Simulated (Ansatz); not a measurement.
C4H9, doublet, geometry from GFN2-xTB. Base run: R2SCAN/STO-3G (Ansatz, an electronic-structure program).

Input for Ansatz:
Ansatz 0.2 input:
```yaml
crystal:
  periodic: [false, false, false]
  atoms:
    - {symbol: C, position_ang: [0.80227852, 1.76477179, -0.15694418]}
    - {symbol: C, position_ang: [0.52141927, 0.40038107, 0.33521225]}
    - {symbol: C, position_ang: [-0.74490807, -0.31053583, 0.05376212]}
    - {symbol: C, position_ang: [-0.53438974, -1.81153526, -0.16655504]}
    - {symbol: H, position_ang: [1.85278878, 1.87333439, -0.43366452]}
    - {symbol: H, position_ang: [-1.48498727, -2.30741758, -0.34953270]}
    - {symbol: H, position_ang: [0.60506598, 2.52119607, 0.61469385]}
    - {symbol: H, position_ang: [0.18232470, 2.00638185, -1.01869520]}
    - {symbol: H, position_ang: [-0.07242301, -2.26159652, 0.70904246]}
    - {symbol: H, position_ang: [0.11552400, -1.97990561, -1.02198077]}
    - {symbol: H, position_ang: [1.21029694, -0.04478302, 1.03354459]}
    - {symbol: H, position_ang: [-1.22945641, 0.12710158, -0.82320378]}
    - {symbol: H, position_ang: [-1.44553349, -0.19280169, 0.89694506]}
basis:
  gaussian:
    orbitals: STO-3G
hamiltonian:
  xc: r2scan
magnetization: {spin_polarized: true, initial_magnetization: 1}
```

Each row names what was changed in the base input (with any setting that the change needs).

| change | E (Eh) | SCF-reference <S^2> |
|---|---|---|
| base | -155.80922 | 0.756 |
| functional = pbe0 | -155.72000 | 0.755 |
| functional = b3lyp | -155.89850 | 0.754 |
| functional = B2GP-PLYP | -155.52997 | 0.758 |
| functional = b3lyp5 | -155.77834 | 0.754 |
| functional = wB97X | -155.88513 | 0.755 |
| functional = BHLYP | -155.80741 | 0.756 |
| functional = PBE-QIDH | -155.53843 | 0.759 |
| functional = PBE0-DH | -155.67402 | 0.757 |
| functional = pbe | -155.66236 | 0.753 |
| functional = blyp; dispersion = d3bjatm | -155.77926 | 0.753 |
| functional = B2PLYP | -155.59526 | 0.757 |
| functional = wB97X-V | -155.87331 | 0.754 |

Totals shift with the method and basis; they matter in differences.
